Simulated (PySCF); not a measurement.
# An excited-state table with gaps

Compound: C6H7NO.
SMILES with atom numbers: `[CH3:1][C:2](=[O:3])[CH2:4]/[CH:5]=[CH:6]\[C:7]#[N:8]` (hydrogens: H9, H10, H11 on C1; H12, H13 on C4; H14 on C5; H15 on C6)

Structure used (PBE0-D3(BJ)/def2-SVP), in Å, numbered top down from 1:
```xyz
15
C6H7NO angstrom
C     -2.4952   -0.4021   -0.7091
C     -1.5272    0.2262    0.2556
O     -1.8063    0.4440    1.4086
C     -0.1642    0.5950   -0.3153
C      0.8542    0.8691    0.7328
C      2.1666    0.6066    0.6261
C      2.7449    0.0160   -0.5375
N      3.2116   -0.4670   -1.4839
H     -2.1450   -1.4157   -0.9647
H     -3.4902   -0.4673   -0.2525
H     -2.5414    0.1646   -1.6517
H     -0.3313    1.5128   -0.9140
H      0.1771   -0.1590   -1.0427
H      0.4769    1.3082    1.6609
H      2.8512    0.8402    1.4458
```

Computed, not measured: TDDFT CAM-B3LYP/def2-SVPD, vertical, gas phase, core orbitals frozen in the response in PySCF.

Orbital energies (eV): HOMO-3 -12.00, HOMO-2 -11.20, HOMO-1 -9.62, HOMO -9.21, LUMO -0.50, LUMO+1 0.24, LUMO+2 0.97.

Lowest singlets, with some entries withheld (?).

| state | λ (nm) | f | main configurations (H = HOMO, L = LUMO) |
| --- | --- | --- | --- |
| S1 | 270.3 | 0.0002 | H→L+1 (65%), H-1→L+1 (30%) |
| S2 | 209.1 | 0.150 | H→L (95%) |
| S3 | 196.7 | 0.232 | H-1→L (87%) |
| S4 | ? | 0.019 | H-2→L (83%) |
| S5 | ? | 0.0026 | H→L+3 (21%), H-1→L+3 (21%), H→L+2 (9%) |
| S6 | ? | 0.0090 | H-1→L+1 (57%), H→L+1 (30%) |

Problem. Supply the missing values.

Solution. 
- S4: λ = 189.4 nm
- S5: λ = 180.3 nm
- S6: λ = 176.0 nm

Problem. What is the mean static polarisability from the same response equations?

Solution. 79.4 au (11.77 Å³), with principal values 55.8, 78.6 and 104.0 au.

Problem. How far apart are S2 and S3, in eV and cm⁻¹?

Solution. 6.305 − 5.931 = 0.374 eV, or about 3020 cm⁻¹.

One conformer stands for the species.
